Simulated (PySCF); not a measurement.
C₂H₆B₂ClF.
Bonds: C1–B2, B2–C3, C3–B4, B4–F5, B4–Cl6. Hydrogens: H7, H8, H9 on C1; H10 on B2; H11, H12 on C3.

Computed by this run: PySCF, PBE0-D3(BJ)/def2-SVP geometry optimisation, gas phase; density fitting, grid level 1; the optimiser is geomeTRIC in internal coordinates, started from a GFN2-xTB structure with every atom displaced at random (about 0.01 Å).

The end geometry, which sets the zero of energy:
```
atom  x, y, z in Å
C1     -1.6089    0.1832   -0.4701
B2     -0.5856   -0.3177    0.5948
C3      0.8302    0.3358    0.7977
B4      1.7222   -0.2671   -0.3243
F5      2.4512   -1.3470   -0.1122
Cl6     1.7639    0.3929   -1.9588
H7     -2.5977    0.3398   -0.0054
H8     -1.7719   -0.6345   -1.1972
H9     -1.3159    1.0858   -1.0246
H10    -0.8671   -1.2954    1.2574
H11     1.2662    0.0840    1.7754
H12     0.7652    1.4235    0.6376
```

Problem. These geometries come from the run, each turned onto the end geometry. Order them by energy, lowest first.
A.
```
atom  x, y, z in Å
C1     -1.6488    0.1637   -0.4264
B2     -0.6054   -0.3672    0.5735
C3      0.7904    0.3460    0.7221
B4      1.8145   -0.2797   -0.3469
F5      2.4848   -1.3695   -0.0579
Cl6     1.9540    0.3259   -1.9410
H7     -2.6235    0.3339    0.0553
H8     -1.8334   -0.5456   -1.2150
H9     -1.3925    1.1256   -0.8987
H10    -0.8238   -1.3355    1.2022
H11     1.2136    0.1664    1.7314
H12     0.7217    1.4194    0.5715
```
B.
```
atom  x, y, z in Å
C1     -1.6156    0.1892   -0.4507
B2     -0.5720   -0.3226    0.5890
C3      0.8275    0.3722    0.7831
B4      1.7157   -0.2910   -0.3093
F5      2.3797   -1.4096   -0.0872
Cl6     1.8092    0.3473   -1.9615
H7     -2.6196    0.2576    0.0020
H8     -1.7169   -0.5759   -1.2434
H9     -1.3684    1.1468   -0.9329
H10    -0.8060   -1.3353    1.2167
H11     1.2602    0.1513    1.7703
H12     0.7581    1.4534    0.5939
```
C.
```
atom  x, y, z in Å
C1     -1.6422    0.1931   -0.4492
B2     -0.5749   -0.3101    0.5705
C3      0.8350    0.3598    0.7742
B4      1.7448   -0.2859   -0.3123
F5      2.4151   -1.3963   -0.0700
Cl6     1.8610    0.3557   -1.9493
H7     -2.6358    0.2624    0.0272
H8     -1.7601   -0.5875   -1.2233
H9     -1.4054    1.1427   -0.9528
H10    -0.8168   -1.3153    1.2051
H11     1.2551    0.1241    1.7640
H12     0.7759    1.4406    0.5860
```
D.
```
atom  x, y, z in Å
C1     -1.6208    0.1818   -0.4532
B2     -0.5639   -0.3125    0.5849
C3      0.8366    0.3786    0.7867
B4      1.6893   -0.3051   -0.3110
F5      2.3511   -1.4240   -0.0751
Cl6     1.8253    0.3594   -1.9677
H7     -2.6243    0.2444   -0.0028
H8     -1.7172   -0.5764   -1.2570
H9     -1.3886    1.1426   -0.9278
H10    -0.7863   -1.3310    1.2097
H11     1.2738    0.1596    1.7721
H12     0.7768    1.4661    0.6114
```

Solution. C (0.004 eV), B (0.007 eV), D (0.024 eV), A (0.152 eV).

In the order of the answer:

```tsv
step	E above end (eV)	largest force (eV/Å)	rms force component (eV/Å)	rms distance from end (Å)	rms bond change (Å)	bond most changed (Å)
3	0.004	0.12	0.043	0.070	0.001	C3–H12 -0.003
2	0.007	0.27	0.062	0.072	0.003	B4–Cl6 +0.011
1	0.024	0.72	0.168	0.084	0.009	B4–Cl6 +0.027
0	0.152	2.10	0.612	0.105	0.028	C3–B4 +0.052
```

What follows is the cost of the whole optimisation. Hardware: one thread of an Arm Neoverse V2, shared host with 96 logical CPUs at a one-minute load of 46. Cost: 52 s wall, 0.49 GiB resident at most.
